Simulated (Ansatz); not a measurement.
The cluster Na3Cl3⁺. Charge 1, multiplicity 2. Geometry B3LYP-D4/def2-SVP; atoms count from 1.

```xyz
6

Na    0.4892   -0.1232    1.8100
Na   -1.0118   -1.9243   -0.9756
Na   -0.8128    2.1048   -0.7581
Cl    1.5119   -1.4075   -0.3455
Cl    1.6452    1.2868   -0.1913
Cl   -1.8216    0.0634    0.4605
```

In the doublet, Cl4 and Cl5 lie 2.70 Å apart (atoms count from 1), so these atoms are partly bonded to each other. The structure comes from a short search, and lower isomers may exist.

Problem. Estimate the Mulliken populations from the PBE0/def2-TZVP orbitals of Ansatz.

Solution. 
```tsv
atom	charge (e)	spin (α − β)
Na1	0.68	-0.01
Na2	0.74	0.00
Na3	0.74	0.00
Cl4	-0.28	0.51
Cl5	-0.28	0.51
Cl6	-0.60	0.00
```
Mulliken values and Mayer orders depend strongly on the basis.

Problem. Where does the spin sit?

Solution. Summed by element: Na -0.01, Cl 1.01, of 1 unpaired in all. Largest on single atoms: Cl5 0.51, Cl4 0.51, Na1 -0.01.
